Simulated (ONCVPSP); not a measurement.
## u(r) = r·R(r): atom against pseudo-atom (Sr)

Columns: radius, all-electron u(r) and pseudo u(r) of the 4s shell (level -40.30 eV) of strontium in the configuration [Ar] 3d10 4s2 4p6 4d0.5 5s1.5; LDA (Perdew-Zunger), scalar-relativistic, ONCV scheme, ONCVPSP 4.0.1.

| r (bohr) | all-electron | pseudo |
| --- | --- | --- |
| 0.198 | 0.0266 | 0.1625 |
| 0.395 | -0.5040 | 0.3372 |
| 0.593 | -0.0040 | 0.5284 |
| 0.790 | 0.5729 | 0.7112 |
| 0.988 | 0.8968 | 0.8488 |
| 1.185 | 0.9848 | 0.9137 |
| 1.383 | 0.9298 | 0.8963 |
| 1.580 | 0.8084 | 0.8027 |
| 1.778 | 0.6673 | 0.6672 |
| 1.975 | 0.5331 | 0.5331 |
| 2.173 | 0.4156 | 0.4155 |
| 2.370 | 0.3189 | 0.3189 |
| 2.568 | 0.2414 | 0.2414 |
| 2.765 | 0.1813 | 0.1813 |
| 2.963 | 0.1349 | 0.1349 |
| 3.160 | 0.1000 | 0.1000 |
| 3.358 | 0.0737 | 0.0737 |
| 3.555 | 0.0542 | 0.0542 |
| 3.753 | 0.0397 | 0.0397 |
| 3.950 | 0.0290 | 0.0290 |
| 4.148 | 0.0211 | 0.0211 |
| 4.345 | 0.0154 | 0.0154 |
| 4.542 | 0.0112 | 0.0112 |
| 4.740 | 0.0081 | 0.0081 |
| 4.938 | 0.0059 | 0.0059 |
| 5.135 | 0.0043 | 0.0043 |

Task: How many radial nodes do the two functions have?

Result: The all-electron 4s function has n − l − 1 = 3 (the table is too coarse to show those close to the nucleus); the pseudo-wave has 0, since the states of the same l below it are removed with the core.

Task: At about which radius was the pseudo-wave matched?

Result: 1.85 bohr, where the columns begin to agree (steps of 0.20 bohr).

Task: Is the pseudo-wave norm-conserving?

Result: Yes: the ONCV scheme keeps the norm inside the radius equal to the all-electron one, which fixes the energy derivative of the logarithmic derivative at the level.
